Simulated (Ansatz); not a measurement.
Born–Oppenheimer molecular dynamics of C3H10OSSi (16 atoms, charge 0, multiplicity 1). It starts from a relaxed structure.

These are results of Ansatz 0.2.0, UKS B3LYP/STO-3G, not measurements.

```json
{
 "ensemble": "NVE (velocity Verlet)",
 "time step": "0.25 fs",
 "steps asked": "256",
 "starting velocities drawn for": "1500 K",
 "seed": "872501"
}
```

First frame:

```xyz
16
Properties=species:S:1:pos:R:3
C 0.349 1.048 2.062
O -0.544 0.478 1.044
C 0.068 0.688 -0.299
Si 1.527 -0.498 -0.703
S -1.313 0.648 -1.523
C -1.894 -1.061 -1.233
H 1.334 0.533 2.116
H 0.538 2.132 1.902
H -0.163 0.920 3.035
H 0.452 1.732 -0.372
H 1.912 -0.303 -2.082
H 1.151 -1.878 -0.503
H 2.668 -0.205 0.135
H -2.848 -1.188 -1.766
H -1.190 -1.821 -1.608
H -2.069 -1.247 -0.161
```

What does the run give?

All steps were run.

- steps done: 256
- time covered: 64 fs
- mean temperature over the second half: 975 K
- spread of the potential energy over the second half: 7.2 meV per atom
- mean potential energy of the second half above the start: 59.4 meV per atom

The conserved energy stayed within 0.18 meV per atom of its start (net change 0.072 meV per atom), so the integration is sound. A run of 0.064 ps of so small a system gives no equilibrium averages. Limits of this set-up: minimal basis.

What happens to the structure?

The same pairs are bonded in the first frame and the last. Pairs count as bonded within 1.25 times the sum of covalent radii (0.12 Å more for H–H). Another seed would give other details.

How do temperature and energy run in time?


```json
{"time (fs)": "0.0", "T (K)": "1500", "potential energy less start (eV)": "0.000", "conserved less start (meV/atom)": "0.00"}
{"time (fs)": "3.0", "T (K)": "1069", "potential energy less start (eV)": "0.783", "conserved less start (meV/atom)": "0.15"}
{"time (fs)": "6.0", "T (K)": "865", "potential energy less start (eV)": "1.151", "conserved less start (meV/atom)": "0.12"}
{"time (fs)": "9.0", "T (K)": "859", "potential energy less start (eV)": "1.162", "conserved less start (meV/atom)": "0.11"}
{"time (fs)": "12.0", "T (K)": "943", "potential energy less start (eV)": "1.011", "conserved less start (meV/atom)": "0.13"}
{"time (fs)": "15.0", "T (K)": "923", "potential energy less start (eV)": "1.045", "conserved less start (meV/atom)": "0.09"}
{"time (fs)": "18.0", "T (K)": "923", "potential energy less start (eV)": "1.045", "conserved less start (meV/atom)": "0.12"}
{"time (fs)": "21.0", "T (K)": "945", "potential energy less start (eV)": "1.005", "conserved less start (meV/atom)": "0.10"}
{"time (fs)": "24.0", "T (K)": "951", "potential energy less start (eV)": "0.994", "conserved less start (meV/atom)": "0.06"}
{"time (fs)": "27.0", "T (K)": "818", "potential energy less start (eV)": "1.236", "conserved less start (meV/atom)": "0.17"}
{"time (fs)": "30.0", "T (K)": "1136", "potential energy less start (eV)": "0.660", "conserved less start (meV/atom)": "0.06"}
{"time (fs)": "33.0", "T (K)": "1044", "potential energy less start (eV)": "0.827", "conserved less start (meV/atom)": "0.14"}
{"time (fs)": "36.0", "T (K)": "940", "potential energy less start (eV)": "1.016", "conserved less start (meV/atom)": "0.13"}
{"time (fs)": "39.0", "T (K)": "915", "potential energy less start (eV)": "1.059", "conserved less start (meV/atom)": "0.10"}
{"time (fs)": "42.0", "T (K)": "888", "potential energy less start (eV)": "1.109", "conserved less start (meV/atom)": "0.13"}
{"time (fs)": "45.0", "T (K)": "1011", "potential energy less start (eV)": "0.885", "conserved less start (meV/atom)": "0.07"}
{"time (fs)": "48.0", "T (K)": "1020", "potential energy less start (eV)": "0.870", "conserved less start (meV/atom)": "0.10"}
{"time (fs)": "51.0", "T (K)": "1043", "potential energy less start (eV)": "0.828", "conserved less start (meV/atom)": "0.10"}
{"time (fs)": "54.0", "T (K)": "1036", "potential energy less start (eV)": "0.841", "conserved less start (meV/atom)": "0.07"}
{"time (fs)": "57.0", "T (K)": "889", "potential energy less start (eV)": "1.109", "conserved less start (meV/atom)": "0.14"}
{"time (fs)": "60.0", "T (K)": "944", "potential energy less start (eV)": "1.008", "conserved less start (meV/atom)": "0.11"}
{"time (fs)": "63.0", "T (K)": "1012", "potential energy less start (eV)": "0.885", "conserved less start (meV/atom)": "0.10"}
```

Run time: 22 min on 1 thread of Intel(R) Xeon(R) Platinum 8375C CPU @ 2.90GHz (Ice Lake) (shared host), peak memory 0.21 GiB.
